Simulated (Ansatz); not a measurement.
Geometry optimisation, Ansatz, RHF/def2-SVP.

Input file:

```yaml
crystal:
  periodic: [false, false, false]
  atoms:
    - { symbol: B, position_ang: [-0.8502, -1.9147, -1.0764] }
    - { symbol: O, position_ang: [-0.3395, -1.0444, 0.0149] }
    - { symbol: C, position_ang: [0.0334, 0.301, -0.1091] }
    - { symbol: Ge, position_ang: [0.0146, 1.2984, -1.7538] }
    - { symbol: "N", position_ang: [0.5455, 0.9148, 0.9194] }
    - { symbol: Si, position_ang: [0.7378, 0.1909, 2.5575] }
    - { symbol: H, position_ang: [-1.0237, -1.4336, -2.1717] }
    - { symbol: H, position_ang: [-1.164, -2.9738, -0.8821] }
    - { symbol: H, position_ang: [0.4671, 2.7479, -1.492] }
    - { symbol: H, position_ang: [0.7984, 0.5864, -2.8113] }
    - { symbol: H, position_ang: [-1.5495, 1.3375, -2.1873] }
    - { symbol: H, position_ang: [-0.5544, -0.2603, 3.0712] }
    - { symbol: H, position_ang: [1.2564, 1.1901, 3.472] }
    - { symbol: H, position_ang: [1.6152, -0.9696, 2.4778] }
basis:
  gaussian: { orbitals: def2-SVP }
hamiltonian:
  xc: hf
relax:
  f_tol: 0.015
  max_steps: 40
output:
  orbitals: {}
```

Run as:

```bash
$ ansatz run input.yaml --threads 2 --pin off --max-ram 3072MiB --backend cpu --events-out ev --progress --plain --runs-dir out
```

Question: Where does it end, and by what steps?

Answer: The run converged. After 7 steps the energy has fallen by 0.823 eV; H8 moved furthest, 0.15 Å.

```
step  energy less start (eV)  largest force component (eV/Å)  accepted
   0                  0.0000                           4.813       yes
   1                 -0.4590                           3.016       yes
   2                 -0.7534                           1.393       yes
   3                 -0.7124                           1.666        no
   4                 -0.8190                           0.230       yes
   5                 -0.8204                           0.120       yes
   6                 -0.8223                           0.047       yes
   7                 -0.8226                           0.012       yes
```

```xyz
14
Properties=species:S:1:pos:R:3
B -0.832 -1.821 -1.017
O -0.312 -1.054 -0.035
C 0.064 0.261 -0.095
Ge -0.057 1.307 -1.794
N 0.493 0.828 0.921
Si 0.698 0.146 2.528
H -1.020 -1.370 -2.112
H -1.093 -2.956 -0.749
H 0.485 2.693 -1.467
H 0.784 0.638 -2.887
H -1.517 1.389 -2.253
H -0.602 -0.293 3.086
H 1.257 1.200 3.398
H 1.638 -1.000 2.504
```

Whether the end is a true minimum wasn't checked by a vibrational analysis.

Run time: 39 s on 2 threads of Arm Neoverse V1, with other jobs on the host, peak memory 0.44 GiB.
